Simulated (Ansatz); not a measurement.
Gas-phase reaction in SMILES: OB(O)Br [bromoboronic acid] -> [O]B(O)Br + H atom (the H-O bond at the site shown breaks; other sites are not compared here)
Structures are relaxed separately at B3LYP-D3(BJ)/def2-TZVP in Ansatz (an electronic-structure program), one conformer each, not searched for the lowest. Frequencies are from Ansatz.

Property: bond dissociation energy (enthalpy at 298 K, with B3LYP-D3(BJ) rigid-rotor harmonic-oscillator terms), in kJ/mol. Valence correlation only, unless marked. Open shells are spin-unrestricted. Spin-orbit coupling is left out. Frozen are the shells of the preceding noble gas and the d and f shells that filled before the atom's block. No relativistic terms. CBS(X,Y): correlation extrapolated as X^-3; Hartree-Fock from the larger set (for Q and 5 zeta extrapolated as (X+1)exp(-9√X)).

```csv
level,program,bond dissociation energy (kJ/mol)
BHLYP/def2-TZVPD,Ansatz,460.2
HSE06-D3(BJ)/def2-TZVPD,Ansatz + dftd3,461.0
RI-MP2/aug-cc-pVTZ,Ansatz,514.4
CCSD/cc-pVDZ,Ansatz,454.6
"CCSD/CBS(cc-pVQZ,cc-pV5Z)",Ansatz,488.9
CCSD(T)/STO-3G,Ansatz,410.1
"CCSD(T)/CBS(cc-pVQZ,cc-pV5Z)",Ansatz,492.1
```
